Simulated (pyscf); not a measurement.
## `[CH]=[CH][SiH3]`, doublet

Gas-phase minimum from PySCF at ωB97X-D3(BJ)/def2-SVP, one conformer. •HC=CH–SiH₃ lies 19.5 kcal/mol over its isomer H₂C=CH–SiH₂•, and others may lie lower still (electronic energy, ωB97M-D3(BJ)). 

```
C
C 1 1.3141
H 2 1.0946 1 136.56
H 1 1.1020 2 119.76 3 -180.00
Si 1 1.8836 4 118.90 2 179.99
H 5 1.4905 1 108.73 4 179.87
H 5 1.4925 6 109.46 1 120.80
H 5 1.4926 6 109.45 7 118.39
```
Charge 0, spin multiplicity 2.

Properties at ωB97X-D3(BJ)/def2-SVP:

```
Property                                                                                                                                                                                                              Value
---------------------------------------------------------------------------------------------------------------------  ----------------------------------------------------------------------------------------------------
Harmonic wavenumbers, unscaled                                                                                         122, 258, 497, 624, 718, 732, 895, 895, 948, 958, 971, 1157, 1685, 2251, 2254, 2264, 3131, 3242 cm⁻¹
Zero-point energy                                                                                                                                                                                             33.7 kcal/mol
Rotational symmetry number                                                                                                                                                                                                1
Entropy of this conformer at 298 K and 1 atm, rigid rotor and harmonic oscillator, modes under 100 cm⁻¹ raised to 100                                                                                       291.9 J/(mol K)
Dipole moment                                                                                                                                                                                                        0.31 D
Spin expectation value S2                                                                                                                                                                                             0.761
```

Single-point totals, which compare only within one level (frozen core for MP2 and CC):

```tsv
level	total energy (hartree)
ωB97X-D3(BJ)/def2-TZVP	-368.70282
PBE/def2-TZVP	-368.37186
r²SCAN/def2-TZVP	-368.56150
B3LYP-D3(BJ)/def2-TZVP	-368.67624
PBE0-D3(BJ)/def2-TZVP	-368.41680
M06-2X/def2-TZVP	-368.57067
ωB97M-D3(BJ)/def2-TZVP	-368.69785
UHF/def2-TZVPP	-367.53371
MP2/def2-TZVPP	-367.94075
CCSD/def2-TZVPP	-367.99288
CCSD(T)/def2-TZVPP	-368.01231
```

Soft torsions are taken as harmonic, which can shift the entropy by several J/(mol K). The CCSD(T) − MP2 part came from Ansatz, without density fitting, on the same reference. A UHF reference is spin-contaminated (<S²> up to 0.94), which harms MP2 most.
